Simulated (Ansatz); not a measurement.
Gas-phase electronic energies from Ansatz, PBE0-D4/def2-TZVP geometries. CCSD(T)/CBS is the MP2 limit (def2-TZVPP, def2-QZVPP) plus CCSD(T) − MP2 in def2-TZVPP, frozen cores. This one scheme is used for every species. Functionals use def2-TZVPP. Triplets are unrestricted, without spin–orbit coupling. One conformer a species, not always the lowest.

`C=C[Si@@H](O)O[Si@@H](C)O` → `[CH2]` (triplet) + `C=C[SiH](O)O[SiH2]O`  (formal loss of a carbene)

Is it downhill or uphill in electronic energy at CCSD(T)/CBS, and by how much? (Estimate.)

Ansatz gave: Uphill: ΔE = +116.8 kcal/mol.

What do these levels give: PBE0-D4, ωB97X-V, PBE, MP2/def2-TZVPP, SCS-MP2/def2-TZVPP, CCSD/def2-TZVPP, CCSD(T)/def2-TZVPP, HF/def2-QZVPP, MP2/def2-QZVPP, SCS-MP2/def2-QZVPP, HF/CBS(def2), MP2/CBS(def2)? (Estimate.)

Computed: PBE0-D4 116.7, ωB97X-V 119.2, PBE 117.1, MP2/def2-TZVPP 117.3, SCS-MP2/def2-TZVPP 116.6, CCSD/def2-TZVPP 111.3, CCSD(T)/def2-TZVPP 114.0, HF/def2-QZVPP 80.4, MP2/def2-QZVPP 118.9, SCS-MP2/def2-QZVPP 118.5, HF/CBS(def2) 80.4, MP2/CBS(def2) 120.1 kcal/mol.

Largest T1 diagnostic among the species: 0.012.

The D4 term adds +2.4 kcal/mol with B3LYP and +1.3 kcal/mol with PBE0; it sums over pairs of atoms, weighted by their polarisabilities, and B3LYP, whose exchange is more repulsive, gets the larger term. In def2-TZVPP, CCSD(T) changes the Hartree–Fock value by +33.6 kcal/mol (the triples alone add +2.8 kcal/mol) and MP2 by +36.8 kcal/mol. From PBE to PBE0 (25 % exact exchange), in def2-TZVPP and without D4, ΔE moves by −1.8 kcal/mol.

B3LYP here is the variant with VWN-RPA as its local correlation; programs differ in this.
